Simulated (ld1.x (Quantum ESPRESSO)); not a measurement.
## Ranking TM semilocal potentials for lithium (Li)

All share these settings but for the change named:

| Property | Result |
| --- | --- |
| Element | lithium (Li) |
| Generator | ld1.x (Quantum ESPRESSO) 7.5 |
| Type | norm-conserving Troullier–Martins (semilocal form) |
| Functional | BP86 |
| Relativity | scalar-relativistic |
| Frozen core | none |
| Valence charge | 3 |
| Reference configuration | 1s2 2s1 2p0 |
| Partial waves | 1s (bound): rc 0.40 bohr; 2p (bound, empty): rc 4.20 bohr |
| Local potential | the p channel |
| Core correction | none |

Occupied shells without a wave of their own: 2s. They enter only through the test configuration that unscreens the potential.

Test errors are all-electron minus pseudo excitation energies from the reference, over 1s2 2s0 2p0; 1s2 2s0.5 2p0; 1s2 2s0 2p1; 1s1 2s1 2p0. None of these files shows a bound ghost.

The base gives 8.5 meV.

Of 9 variants that were run, those that failed, showed a ghost or another fault, or gave nearly equal values are left out.

(1) Rank these variants by their largest absolute test error, smallest first.
A. all radii scaled by about 1.39 (s 0.56, p 5.82 bohr)
B. wave 1s (bound): rc 0.40 bohr becomes 1s (bound): rc 0.54 bohr
C. functional BLYP
D. wave 2p (bound): rc 4.20 bohr becomes 2p (bound): rc 6.22 bohr

Answers

(1) C (9.6 meV), D (17.0 meV), B (40.3 meV), A (49.6 meV).
